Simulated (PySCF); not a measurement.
## A survey of ¹⁹F NMR shifts

- shielding tensors at PBE0/pcSseg-1 (GIAO)
- geometry: GFN2-xTB
- code: PySCF 2.14.0 with density-fitted response routines
- relativity neglected, one computed conformer, rapidly exchanging positions averaged, no solvent model

Shieldings were converted by a linear fit to measured shifts: ¹⁹F (scatter 6.0 ppm rms, 7.0 ppm with the 5 outliers that the fit left out vs CFCl3, solution or neat liquid, with a term for F on sp3 carbon). Occasional misses reach two or three times the rms, and more in compound classes unlike the fitted ones.

(1) Give the ¹⁹F shifts of `N#CC#CC#CC(F)=C(F)F`, `C#C[C@H](SCC)C(F)F`, `N#C[C@@H](F)/C(F)=C/F`.

(2) Order these by ¹⁹F shift, lowest first.
A. C[C@@H](CC(Cl)Cl)[C@@H](F)[SiH3]
B. CC[SiH2][C@](C)(F)C(Cl)Cl
C. COCC/P=C(\C)F
D. F[C@]12C[C@H](C1)[Si@@H]([SiH3])[SiH2]2

Answers

(1) 
```json
{"compound": "[N:1]#[C:2][C:3]#[C:4][C:5]#[C:6][C:7]([F:8])=[C:9]([F:10])[F:11]", "environment": "F10: vinylic fluorine", "δ (ppm)": "-67.2"}
{"compound": "[N:1]#[C:2][C:3]#[C:4][C:5]#[C:6][C:7]([F:8])=[C:9]([F:10])[F:11]", "environment": "F11: vinylic fluorine", "δ (ppm)": "-96.0"}
{"compound": "[N:1]#[C:2][C:3]#[C:4][C:5]#[C:6][C:7]([F:8])=[C:9]([F:10])[F:11]", "environment": "F8: vinylic fluorine", "δ (ppm)": "-184.7"}
{"compound": "[CH:1]#[C:2][C@H:3]([S:4][CH2:5][CH3:6])[CH:7]([F:8])[F:9]", "environment": "F8: fluorine of a CF2 group", "δ (ppm)": "-109.7"}
{"compound": "[CH:1]#[C:2][C@H:3]([S:4][CH2:5][CH3:6])[CH:7]([F:8])[F:9]", "environment": "F9: fluorine of a CF2 group", "δ (ppm)": "-112.3"}
{"compound": "[N:1]#[C:2][C@@H:3]([F:4])/[C:5]([F:6])=[CH:7]/[F:8]", "environment": "F6: vinylic fluorine", "δ (ppm)": "-144.8"}
{"compound": "[N:1]#[C:2][C@@H:3]([F:4])/[C:5]([F:6])=[CH:7]/[F:8]", "environment": "F8: vinylic fluorine", "δ (ppm)": "-153.2"}
{"compound": "[N:1]#[C:2][C@@H:3]([F:4])/[C:5]([F:6])=[CH:7]/[F:8]", "environment": "F4: fluorine on an sp3 carbon", "δ (ppm)": "-196.5"}
```

(2) A (-238.8 ppm, fluorine on an sp3 carbon), B (-162.8 ppm, fluorine on an sp3 carbon), D (-154.7 ppm, fluorine on an sp3 carbon), C (-43.5 ppm, fluorine bonded to C).
